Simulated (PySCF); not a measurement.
**Question.** Give a PBE0-D3(BJ)/def2-SVP geometry of `n1c(n[nH]c1OC(F)(F)F)C`.

**Answer.** 
Z-matrix in Å and degrees, rows numbered from 1:
```
C 
C   1  1.4873
N   2  1.3195  1  123.21
N   3  1.3456  2  102.88  1  -179.80
C   4  1.3400  3  109.23  2    -0.02
O   5  1.3465  4  119.45  3   179.90
C   6  1.3692  5  119.08  4  -178.32
F   7  1.3182  6  106.20  5   178.76
F   7  1.3192  6  111.71  5    60.04
F   7  1.3197  6  111.71  5   -62.41
N   5  1.3012  4  111.30  3    -0.04
H   1  1.0997  2  110.90  3    59.70
H   1  1.0997  2  110.97  3   -59.84
H   1  1.0963  2  109.39  3   179.89
H   4  1.0123  3  121.76  2   179.91
```

All 3 C–F bonds measure 1.318 to 1.320 Å. N4 (pyrrole-type nitrogen) is planar (angles 129.0°, 121.8° and 109.2°, sum 360.0°, 0.00 Å off the plane of its three neighbours). The 5-membered ring C2–N3–N4–C5–N11 has internal angles of 102.4° to 114.2°; it is planar, 0.00 Å rms from its mean plane, widest ring torsion 0°. N11 (pyridine-type nitrogen) is bent (angle 102.4°).

Method: PBE0-D3(BJ)/def2-SVP geometry optimisation, gas phase in PySCF 2.14.0.

Point group: Cs (tolerance 0.08 Å). PBE0-D3(BJ)/def2-SVP frequencies: not computed here. One conformer, not necessarily the lowest (N4–C5–O6–C7 -178°).

Rough CPU time on one thread of a shared machine: about 6 min. This is the geometry optimisation.
